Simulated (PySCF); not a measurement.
## Polarisability and C₆ of B (boron, neutral)

[He] 2s1 2p2, high-spin 4P determinant (an excited configuration). Computed with PySCF 2.14 in aug-cc-pCVTZ-DK with one added diffuse shell each of s, p, d, f type (8s7p5d3f, 75 functions), with scalar relativity by spin-free X2C-1e. Coupled (time-dependent) response in atomic units; α is the mean over directions.

| method | mean α (bohr³) | α xx, yy, zz | C₆ (like pair) | S(−4) |
| --- | --- | --- | --- | --- |
| UHF | 16.47 | 16.24, 16.59, 16.59 | 72.11 | 158.1 |
| PBE | 21.05 | 19.10, 22.02, 22.02 | 96.38 | 336.9 |
| PBE0 | 19.24 | 18.03, 19.85, 19.85 | 86.69 | 254.4 |
| BP86 | 21.15 | 19.03, 22.21, 22.21 | 97.53 | 331.7 |

S(−4) is the Cauchy moment in α(ω) = α(0) + S(−4) ω² + …

α(iu) at UHF:

```csv
u (hartree),α(iu) (bohr³)
0,16.47
0.0500,16.09
0.100,15.06
0.200,12.16
0.300,9.389
0.500,5.674
0.750,3.337
1.00,2.166
1.50,1.112
2.00,0.6738
3.00,0.3261
5.00,0.1299
```

A single London oscillator, α(iu) = α/(1 + u²/ω²), gives C₆ = (3/4) ω α². Matching the computed C₆ needs ω = 4 × 72.11 / (3 × 16.47²) = 0.354 hartree.

The components differ because the open shell of this determinant is not spherical; for a pure term their mean is the scalar polarisability.
